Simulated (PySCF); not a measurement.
**Dipole polarisabilities along the 5p block, charge +1**

Calculated with PySCF 2.14 for the ground configurations, without spin-orbit coupling: coupled response for Hartree-Fock and DFT. Mean α in bohr³, C₆ of like pairs in atomic units.

```csv
species,α UHF,α PBE,α PBE0,C₆ UHF,C₆ PBE,C₆ PBE0
"In⁺ [Kr] 4d10 5s2 (aug-cc-pV5Z-PP with ECP28MDF, ECP)",29.53,23.43,24.72,207.8,158.8,168.6
"Sn⁺ [Kr] 4d10 5s2 5p1 (aug-cc-pV5Z-PP with ECP28MDF, ECP)",28.93,27.13,27.21,226.7,206.6,208.4
"Sb⁺ [Kr] 4d10 5s2 5p2 (aug-cc-pV5Z-PP with ECP28MDF, ECP)",n/a,n/a,25.14,n/a,n/a,205.4
"I⁺ [Kr] 4d10 5s2 5p4 (aug-cc-pV5Z-PP with ECP28MDF, ECP)",20.11,20.65,20.28,172.7,177.7,174.0
"Xe⁺ [Kr] 4d10 5s2 5p5 (aug-cc-pV5Z-PP with ECP28MDF, ECP)",17.80,18.43,18.07,152.9,159.1,155.5
```

Fill in the row of Te⁺ [Kr] 4d10 5s2 5p3 (aug-cc-pV5Z-PP with ECP28MDF, ECP).

α UHF 22.36; α PBE 22.53; α PBE0 22.20; C₆ UHF 188.5; C₆ PBE 189.3; C₆ PBE0 186.2.

The values depend on the diffuse functions of the basis.
